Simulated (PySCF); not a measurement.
## Sn²⁺ (tin, charge +2) across methods

[Kr] 4d9 5s2 5p1, one real determinant (an excited configuration). Calculation: PySCF 2.14, in aug-cc-pVTZ-DK3 (8s7p5d2f, 68 functions); scalar relativity by spin-free X2C-1e.

```tsv
method	E (hartree)	mean ε 5s α (eV)	mean ε 5s β (eV)	mean ε 5p α (eV)	Σ⟨r²⟩ (bohr²)	⟨S²⟩
wB97X-V	-6174.20	-32.891	-31.474	-23.871	38.55	2.003
BP86	-6175.19	-29.289	-28.288	-20.627	38.40	2.002
LDA	-6168.43	-29.464	-28.527	-20.605	38.40	2.001
r2SCAN	-6174.47	-29.425	-28.152	-20.875	38.49	2.004
UHF	-6171.80020	-33.489	-30.714	-24.499	38.99	2.010
r2SCANh	-6174.46	-29.933	-28.542	-21.302	38.49	2.005
PBE0	-6174.14	-30.436	-29.003	-21.685	38.51	2.003
wB97M-V	-6174.05	-32.838	-31.347	-23.797	38.62	2.002
```

(1) Estimate the same row for PBE.

⟨L²⟩ = 8.01 against 12 for a pure F term, so this real determinant mixes terms.

Answers

(1) E (hartree) = -6174.07; mean ε 5s α (eV) = -29.114; mean ε 5s β (eV) = -28.058; mean ε 5p α (eV) = -20.518; Σ⟨r²⟩ (bohr²) = 38.49; ⟨S²⟩ = 2.002.
